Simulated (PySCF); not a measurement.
# Excitation energy of As by level of theory

As [Ar] 3d10 4s2 4p3 (4S) → As [Ar] 3d10 4s1 4p4, s spin flipped, as a difference of total energies. Calculation: PySCF 2.14, in def2-QZVPPD (12s7p5d4f1g, 95 functions); the non-relativistic Hamiltonian (point nucleus). Correlated levels: valence: [Ar] 3d10 frozen; valence and next inner shell: [Ne] frozen. The calculations carry no spin-orbit coupling.

```tsv
method	excitation energy (cm⁻¹)
UHF	104780
LDA	82682
PBE	83086
PBE0	88283
r2SCAN	87944
wB97X-V	89427
PBEsol	83276
BP86	82470
LC-wPBE	93152
MP2 (valence)	93331
SCS-MP2 (valence)	90952
MP2 (valence and next inner shell)	92810
SCS-MP2 (valence and next inner shell)	90405
```

The upper determinant mixes two multiplicities, so it lies between the two terms.

The upper state lies above the first ionisation limit, where it may autoionise and the basis confines it.
